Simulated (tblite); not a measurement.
Compound: C6H11O2S (charge -1).
Atom-mapped SMILES: `[CH3:1][CH:2]([CH3:3])[O:4][CH2:5][CH2:6][C:7](=[O:8])[S-:9]` (hydrogens: H10, H11, H12 on C1; H13 on C2; H14, H15, H16 on C3; H17, H18 on C5; H19, H20 on C6)
Bond orders are those of one Lewis drawing.

Computed with GFN2-xTB (tblite), gas phase: L-BFGS steps from a force-field or distance-geometry start until the largest atomic force falls under 0.01 eV/Å.

Step 204: E = -818.3647 eV
```
atom  x, y, z in Å  |  force x, y, z in eV/Å
C1     -0.9838    0.4693   -1.1994   -0.027  -0.015   0.039
C2     -1.2418    0.0653    0.2516    0.019  -0.015   0.013
C3     -2.4726   -0.8382    0.3512    0.019   0.014  -0.001
O4     -0.1838   -0.6723    0.8320    0.013  -0.001  -0.008
C5      1.0509    0.0050    1.0085    0.011   0.006  -0.004
C6      2.1195   -0.3857   -0.0163   -0.011   0.002   0.000
C7      2.2355    0.5539   -1.2354   -0.006  -0.043  -0.006
O8      2.3336    0.0689   -2.3576    0.007   0.019   0.014
S9      2.2729    2.2048   -0.8609   -0.005  -0.002   0.014
H10    -0.7421   -0.4099   -1.7916    0.006   0.005  -0.017
H11    -1.8689    0.9517   -1.6107    0.006  -0.004  -0.009
H12    -0.1500    1.1642   -1.2667   -0.009  -0.026   0.012
H13    -1.4096    0.9808    0.8513   -0.003  -0.002  -0.035
H14    -3.3305   -0.3656   -0.1187   -0.021   0.024   0.001
H15    -2.7059   -1.0520    1.3913    0.019   0.007   0.018
H16    -2.2601   -1.7777   -0.1516   -0.008  -0.009  -0.025
H17     0.9138    1.0930    0.9822   -0.001   0.015   0.004
H18     1.3889   -0.2740    2.0173    0.003  -0.004  -0.017
H19     1.9307   -1.4026   -0.3730    0.000   0.027  -0.003
H20     3.0981   -0.3682    0.4741   -0.012   0.001   0.009
```

Step 205: E = -818.3651 eV
```
atom  x, y, z in Å  |  force x, y, z in eV/Å
C1     -0.9833    0.4623   -1.2043   -0.023  -0.010   0.047
C2     -1.2417    0.0651    0.2486    0.018  -0.010   0.017
C3     -2.4747   -0.8344    0.3553    0.019   0.013   0.007
O4     -0.1847   -0.6738    0.8297    0.007   0.005  -0.009
C5      1.0506    0.0022    1.0070   -0.001   0.005   0.003
C6      2.1194   -0.3845   -0.0187   -0.017  -0.002   0.009
C7      2.2365    0.5617   -1.2326    0.002  -0.072  -0.010
O8      2.3338    0.0826   -2.3575    0.004   0.025   0.015
S9      2.2778    2.2097   -0.8479   -0.008   0.006   0.013
H10    -0.7424   -0.4200   -1.7919    0.011   0.007  -0.021
H11    -1.8671    0.9439   -1.6184   -0.008  -0.002  -0.011
H12    -0.1494    1.1572   -1.2737   -0.008  -0.037   0.011
H13    -1.4065    0.9836    0.8446    0.005  -0.006  -0.035
H14    -3.3337   -0.3622   -0.1133   -0.017   0.026   0.000
H15    -2.7048   -1.0440    1.3973    0.020   0.013   0.013
H16    -2.2656   -1.7763   -0.1434   -0.009  -0.020  -0.035
H17     0.9129    1.0904    0.9857    0.004   0.010   0.004
H18     1.3885   -0.2818    2.0143    0.006   0.000  -0.009
H19     1.9328   -1.4015   -0.3770   -0.009   0.040  -0.018
H20     3.0965   -0.3694    0.4738    0.005   0.010   0.010
```

Step 206: E = -818.3657 eV
```
atom  x, y, z in Å  |  force x, y, z in eV/Å
C1     -0.9822    0.4513   -1.2100   -0.017  -0.006   0.039
C2     -1.2411    0.0636    0.2452    0.010  -0.005   0.009
C3     -2.4778   -0.8297    0.3613    0.010  -0.013   0.005
O4     -0.1855   -0.6759    0.8277   -0.004   0.009  -0.005
C5      1.0500   -0.0005    1.0053   -0.012   0.003   0.009
C6      2.1182   -0.3827   -0.0225   -0.005  -0.005   0.020
C7      2.2392    0.5733   -1.2287    0.007  -0.075  -0.002
O8      2.3367    0.1036   -2.3575    0.004   0.021   0.008
S9      2.2850    2.2179   -0.8297   -0.013   0.000   0.012
H10    -0.7453   -0.4349   -1.7940    0.012   0.018  -0.011
H11    -1.8633    0.9351   -1.6267   -0.016  -0.002  -0.011
H12    -0.1457    1.1434   -1.2819   -0.013  -0.050   0.007
H13    -1.4027    0.9869    0.8347    0.017  -0.010  -0.028
H14    -3.3370   -0.3582   -0.1084   -0.001   0.021   0.004
H15    -2.7057   -1.0307    1.4060    0.022   0.018  -0.002
H16    -2.2733   -1.7771   -0.1302   -0.016  -0.002  -0.030
H17     0.9109    1.0880    0.9899    0.013   0.000   0.002
H18     1.3890   -0.2903    2.0101    0.009   0.006   0.001
H19     1.9314   -1.3981   -0.3860   -0.019   0.053  -0.029
H20     3.0940   -0.3743    0.4730    0.009   0.020   0.001
```

Question: Estimate the geometry and energy of step 207. (The exact step hangs on the optimiser's Hessian estimate; all steps are aligned on step 206, rigid shifts and turns removed.)

Answer: E = -818.3663 eV, largest force 0.069 eV/Å
```
atom  x, y, z in Å  |  force x, y, z in eV/Å
C1     -0.9820    0.4428   -1.2153   -0.013   0.002   0.023
C2     -1.2405    0.0614    0.2414   -0.004   0.006  -0.009
C3     -2.4805   -0.8253    0.3660    0.006  -0.005  -0.004
O4     -0.1854   -0.6784    0.8237   -0.014   0.012   0.001
C5      1.0495   -0.0025    1.0032   -0.026  -0.005   0.018
C6      2.1197   -0.3807   -0.0235    0.003  -0.007   0.038
C7      2.2417    0.5794   -1.2252    0.008  -0.048   0.019
O8      2.3372    0.1166   -2.3563    0.008  -0.006  -0.029
S9      2.2906    2.2220   -0.8183   -0.015   0.006   0.016
H10    -0.7448   -0.4443   -1.7975    0.017   0.007  -0.005
H11    -1.8619    0.9251   -1.6354   -0.032   0.004  -0.008
H12    -0.1462    1.1352   -1.2883   -0.005  -0.050   0.003
H13    -1.3999    0.9886    0.8247    0.032  -0.007  -0.008
H14    -3.3439   -0.3490   -0.0903    0.000   0.039  -0.012
H15    -2.6973   -1.0288    1.4114    0.017   0.009   0.040
H16    -2.2883   -1.7712   -0.1307   -0.003  -0.038  -0.050
H17     0.9086    1.0860    0.9931    0.020  -0.008  -0.003
H18     1.3884   -0.2975    2.0061    0.008   0.011   0.019
H19     1.9372   -1.3962   -0.3884   -0.029   0.050  -0.038
H20     3.0927   -0.3724    0.4773    0.021   0.027  -0.010
```

The energy changes by -0.0006 eV. The first-order estimate −F·Δx gives -0.0010 eV and the mean of the old and new forces, exact on a quadratic surface, -0.0006 eV. The step makes an angle of 81° with the force vector and moves no atom by more than 0.021 Å.

The cost below is that of the whole relaxation. The run took 1.7 s on Arm Neoverse V2, one thread, no GPU, shared host.
